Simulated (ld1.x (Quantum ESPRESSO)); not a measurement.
# tantalum: excitation energies, all-electron against PAW

- Element: tantalum (Ta)
- Generator: ld1.x (Quantum ESPRESSO) 7.5
- Type: PAW
- Functional: LDA (PZ)
- Relativity: fully relativistic
- Frozen core: [Xe] 4f14
- Valence charge: 5
- Reference configuration: 5d3 6s1 6p0 (charge +1)
- Partial waves: 6s (bound): rcut 2.00, rcutus 2.60 bohr; 6s channel at 0.9 Ry: rcut 2.00, rcutus 2.60 bohr; 6p (bound, empty): rcut 1.35, rcutus 1.65 bohr; 6p channel at 4.75 Ry: rcut 1.35, rcutus 1.65 bohr; 5d (bound): rcut 2.25, rcutus 2.50 bohr; 5d channel at 0.8 Ry: rcut 2.25, rcutus 2.50 bohr
- Local potential: all-electron potential smoothed inside 2.20 bohr (lloc = -1)
- Core correction: Bessel-smoothed model core, default radius (core density twice the valence density)
- Augmentation charge: PSQ, inside the norm-conserving radii

Open shells are filled in proportion to 2j + 1 (rel_dist='average').

Energies are relative to the spin-unpolarised reference configuration 5d3 6s1 6p0; without spin polarisation the order of configurations can differ from experiment. Not all tests gave a result: 1 of 7 tests not solved or not reliable. Left out of the table: 5d3 6s0 6p1 (solver errors, printed error -2.6 eV).

| valence configuration | charge | ΔE all-electron (eV) | error AE − PS (meV) |
| --- | --- | --- | --- |
| 5d3 6s2 6p0 | 0 | -8.704 | -1.1 |
| 5d2 6s0 6p0 | +3 | 39.226 | -209 |
| 5d4 6s1 6p0 | 0 | -6.618 | -23 |
| 5d1 6s0 6p0 | +4 | 74.568 | -943 |
| 5d3 6s1.5 6p0 | +0.5 | -5.139 | -0.4 |

Q: What are ΔE and the potential's error for 5d3 6s0 6p0?

A: ΔE = 15.308 eV all-electron; the error (AE − PS) is -6.4 meV.

Levels in the configuration 5d2 6s0 6p0:

| level | all-electron (eV) | pseudo (eV) |
| --- | --- | --- |
| 5d j=3/2 | -29.929 | -30.355 |
| 5d j=5/2 | -29.102 | -29.507 |

These tests converged, but a pseudo level misses the all-electron one widely, so the file describes the atom poorly there or has found another state: 5d2 6s0 6p0: empty 6s by 3.5 eV (a node warning on the way).

The ghost test of this file was not conclusive.
